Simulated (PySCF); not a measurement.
Isomers of C6H14BN, from PySCF 2.14.0, PBE0-D3(BJ)/def2-SVP geometry optimisation, gas phase. One conformer each, no zero-point energy, no frequencies.

Question: Which is lower in electronic energy at this level?
A. `[CH3:1][N:2]([CH3:3])[BH:4][CH:5]1[CH2:6][CH2:7][CH2:8]1` with N2–B4–C5–C6 -177°, B4–C5–C6–C7 140°, C5–C6–C7–C8 -18°, C6–C7–C8–C5 18°, B4–C5–C8–C7 -141°: A = 4826, B = 1017, C = 913.8 MHz, dipole 1.78 D
B. `[CH3:1][N:2]([CH3:3])[B:4]1[CH2:5][CH2:6][CH2:7][CH2:8]1` with N2–B4–C5–C6 -168°, B4–C5–C6–C7 -32°, C5–C6–C7–C8 42°, C6–C7–C8–B4 -32°: A = 3801, B = 1334, C = 1037 MHz, dipole 1.61 D

Answer: B. That is `CN(C)B1CCCC1`, 30.2 kcal/mol below the other.

| SMILES | mapped SMILES | E (Eh) | relative (kcal/mol) | relative (kJ/mol) | dipole (D) |
| --- | --- | --- | --- | --- | --- |
| CN(C)B1CCCC1 | [CH3:1][N:2]([CH3:3])[B:4]1[CH2:5][CH2:6][CH2:7][CH2:8]1 | -316.12140 | 0.0 | 0.0 | 1.61 |
| CN(C)BC1CCC1 | [CH3:1][N:2]([CH3:3])[BH:4][CH:5]1[CH2:6][CH2:7][CH2:8]1 | -316.07325 | 30.2 | 126.4 | 1.78 |

As drawn, the higher has a four-membered ring, which the lower lacks.
